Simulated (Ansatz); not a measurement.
Species: C2H6ClIn, charge 0, multiplicity 1. 
Structure (B3LYP-D3(BJ)/def2-TZVP (Ansatz, a quantum-chemistry and plane-wave program) minimum search):
```
In
C 1 2.1556
H 2 1.0880 1 111.82
H 2 1.0892 3 109.94 1 120.31
H 2 1.0894 3 109.85 4 119.44
C 1 2.1556 2 140.94 3 -1.51
H 6 1.0880 1 111.83 2 -0.39
H 6 1.0893 7 109.89 1 120.28
H 6 1.0893 7 109.88 8 119.43
Cl 1 2.3959 2 109.53 3 178.54
```
Charge 0, spin multiplicity 1.

Computed values are from Ansatz. Cores are frozen in the correlated levels unless marked. UHF or UKS for open shells. Spin-orbit coupling is left out. The frozen core is the preceding noble-gas configuration, with the filled d and f shells of earlier blocks. Past Kr the def2 sets carry scalar-relativistic core potentials. Basis-set limits of correlation are two-point, X^-3; Hartree-Fock from the larger set.

The atomisation energy De is 3363.2 kJ/mol at CCSD(T)/CBS(def2-TZVPPD,def2-QZVPPD) and the total energy is -728.8226 Eh at CCSD(T)/CBS(def2-TZVPPD,def2-QZVPPD). The dipole moment is 3.93 D at CCSD(T)/def2-SVPD and the T1 diagnostic is 0.009 at CCSD/def2-QZVPPD.
